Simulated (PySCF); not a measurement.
Predicted microwave data (PBE0-D3(BJ)/def2-SVP geometry optimisation, gas phase (PySCF 2.14.0)) for one isomer of C7H13N:

- Rotational constants: A = 3220, B = 1206, C = 975.2 MHz
- Dipole components: |μa| = 0.79 D, |μb| = 0.14 D, |μc| = 0.50 D
- Inertial defect: -57.88 u·Å²
- κ: -0.79

**Question.** Which candidate fits, each taken in the one conformer that was computed?
A. `CC=C=C(C)N(C)C`
B. `[CH3:1][CH:2]([CH3:3])[C:4]([CH3:5])([CH3:6])[C:7]#[N:8]` with C1–C2–C4–C5 -57°
C. `[H]/[N:8]=[CH:7]\[CH2:6][C:4](=[C:2]([CH3:1])[CH3:3])[CH3:5]` with C2–C4–C6–C7 82°, C4–C6–C7–N8 -126°

**Answer.** A. It is CC=C=C(C)N(C)C, an asymmetric top, point group C1. The candidates at the same level (rigid rotor, commonest isotopes):

| SMILES | A (MHz) | B (MHz) | C (MHz) | μa (D) | μb (D) | μc (D) | Δ (u·Å²) | point group | rotor |
| --- | --- | --- | --- | --- | --- | --- | --- | --- | --- |
| CC=C=C(C)N(C)C | 3220 | 1206 | 975.2 | 0.79 | 0.14 | 0.50 | -57.88 | C1 | asymmetric top |
| CC(C)C(C)(C)C#N | 2176 | 1758 | 1652 | 1.71 | 3.45 | 0.00 | -213.76 | Cs | asymmetric top |
| [H]/N=C\CC(C)=C(C)C | 2817 | 1424 | 1052 | 1.98 | 0.62 | 1.42 | -54.01 | C1 | asymmetric top |

`[H]/N=C\CC(C)=C(C)C` has B 18 % too high; `CC(C)C(C)(C)C#N` has C 69 % too high. No structure here is proved a minimum.
